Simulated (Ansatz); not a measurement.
# Which is lower?

The two ends of one reaction step of SiH$_{2}$S$_{2}$F$_{2}$, closed shell (PBE0-D4/def2-TZVP).

A:

```
7
angstrom
Si -0.1715 -0.3626 0.4431
S 1.3297 -0.8960 -0.9321
S -1.0255 1.5381 0.1476
H -1.2226 1.3151 -1.1634
F -1.2274 -1.5369 0.3439
F 0.3433 -0.3313 1.9390
H 1.9740 0.2738 -0.7782
```

B:

Si1  (-0.597, -0.163, 0.764)
S2  (1.071, -0.334, -1.003)
S3  (-1.431, 1.586, 0.662)
H4  (0.230, 0.171, -1.924)
F5  (-1.290, -1.527, 0.339)
F6  (0.439, -0.613, 1.881)
H7  (1.579, 0.879, -0.720)
(Å)

Computed with Ansatz 0.2.0 (basis: def2-TZVPP); correlated methods freeze the cores. B3LYP uses VWN-RPA correlation.

(1) Which structure is lower at CCSD(T), and by how much? (To be estimated.)

No T1 diagnostic of these runs exceeds 0.013.

## Answers

(1) Computed: A, by 1.323 eV (electronic energy, against the other). By their contacts, A is SiH₂S₂F₂ ([F][Si]([F])([SH])[SH]) and B is SiH₂S₂F₂ ([F][Si]([F])([S])[SH2]).

All methods give the same order:

```
      method  E(B) − E(A) (eV)
       SPW92             1.218
      PBE-D4             1.199
     BLYP-D4             1.177
   r2SCAN-D4             1.257
      B97M-V             1.283
     PBE0-D4             1.288
    B3LYP-D4             1.256
  r2SCAN0-D4             1.313
    BHLYP-D4             1.353
CAM-B3LYP-D4             1.321
     wB97X-V             1.350
     wB97M-V             1.303
      B2PLYP             1.281
    PBE-QIDH             1.338
  RPA on PBE             1.295
          HF             1.443
         MP2             1.295
        CCSD             1.359
     CCSD(T)             1.323
```

Labels in which every atom is bracketed show which atoms are joined, not bond orders.

For scale, one of the runs: CCSD(T)/def2-TZVPP, 216 basis functions, launched by `ansatz run in.yaml --threads 4 --pin off --events-out ev --progress --plain --max-ram 9574MiB`. Time: 100 s of wall clock on 4 CPU threads of an Intel Xeon; the host was shared. Peak host memory: 3 GiB.
